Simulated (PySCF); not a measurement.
C2H5FO2Si, SMILES F[Si@H](CC=O)O. Geometry optimised at B3LYP-D3(BJ)/def2-SVP. The structure was generated by enumeration; whether it is a known compound was not checked. Other conformers were not sampled.

Computed equilibrium geometry at B3LYP-D3(BJ)/def2-SVP (PySCF confirms it by a frequency run) as a Z-matrix (one conformer of several):
```
C
H 1 1.1002
H 1 1.1062 2 107.86
C 1 1.5041 2 111.73 3 -118.26
O 4 1.2137 1 123.50 2 -173.59
H 4 1.1181 5 119.74 1 -179.28
Si 1 1.8959 2 113.37 3 116.05
F 7 1.6277 1 106.56 2 54.96
O 7 1.6421 8 111.61 1 -117.34
H 9 0.9755 7 111.77 8 88.31
H 7 1.4762 8 107.30 9 -120.93
```
Charge 0, spin multiplicity 1.
